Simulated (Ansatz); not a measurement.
Reaction (ligand exchange at the Hf–I bond): `[F][Hf]([F])([Cl])[I]` + NH₃ → `[NH2][Hf]([F])([F])[Cl]` + HI

Calculated with Ansatz (gas phase, PBE0-D4/def2-TZVP geometries, no zero-point term in ΔE). CBS: MP2 limit from def2 TZ/QZ plus the TZ coupled-cluster correction, frozen cores. This one scheme is used for every species. DFT in def2-TZVPP. HSE06 is defined as in plane-wave codes. Elements past krypton have def2 core potentials. For Hf, I outer-core shells are correlated without core-valence functions, which leaves a few kJ/mol of doubt a bond. One conformer a species, not always the lowest.

`[F][Hf]([F])([Cl])[I]`:

Cartesian coordinates in Å:
```
F 1.195 1.505 0.399
Hf 0.064 0.024 0.123
F 0.633 -1.366 1.259
Cl -2.120 0.616 0.670
I 0.229 -0.779 -2.451
```

NH₃:

Cartesian coordinates in Å:
```
N -0.211 0.162 -0.092
H -0.543 -0.734 0.244
H 0.463 -0.026 -0.823
H 0.292 0.598 0.671
```

`[NH2][Hf]([F])([F])[Cl]`:

```xyz
7

N    -0.212    0.941    0.806
Hf    0.130   -0.489   -0.560
F     1.814   -0.114   -1.357
F    -1.319   -0.449   -1.789
Cl    0.213   -2.603    0.481
H    -1.123    1.272    1.096
H     0.497    1.443    1.323
```

HI:

```xyz
2

I    -0.628   -0.078   -0.498
H     0.628    0.078    0.498
```

Is it downhill or uphill in electronic energy at CCSD(T)/CBS, and by how much? (Best estimate.)

The calculation gave: Uphill: ΔE = +0.82 eV.

What do these levels give: r2SCAN-D4, PBE0-D4, r2SCANh-D4, revPBE, HSE06, CAM-B3LYP, HF/def2-SVP, HF/def2-TZVPP, SCS-MP2/def2-TZVPP, CCSD/def2-TZVPP, CCSD(T)/def2-TZVPP, MP2/def2-QZVPP? (An estimate is asked.)

Computed: r2SCAN-D4 0.81, PBE0-D4 0.82, r2SCANh-D4 0.82, revPBE 0.77, HSE06 0.81, CAM-B3LYP 0.68, HF/def2-SVP 0.69, HF/def2-TZVPP 0.83, SCS-MP2/def2-TZVPP 0.82, CCSD/def2-TZVPP 0.76, CCSD(T)/def2-TZVPP 0.78, MP2/def2-QZVPP 0.91 eV.

Largest T1 diagnostic among the species: 0.015.

From BLYP to BHLYP (50 % exact exchange), in def2-TZVPP and without D4, ΔE moves by +0.08 eV. At CCSD(T), def2-SVP lies −0.20 eV from the extrapolated value and def2-TZVPP −0.04 eV. Leaving LDA and LC-ωPBE aside and taking each functional with its dispersion term where it has one, the values, not all of them listed here, spread over 0.17 eV, from CAM-B3LYP-D4 to PBE-QIDH. LDA lies −0.04 eV from PBE without D4.
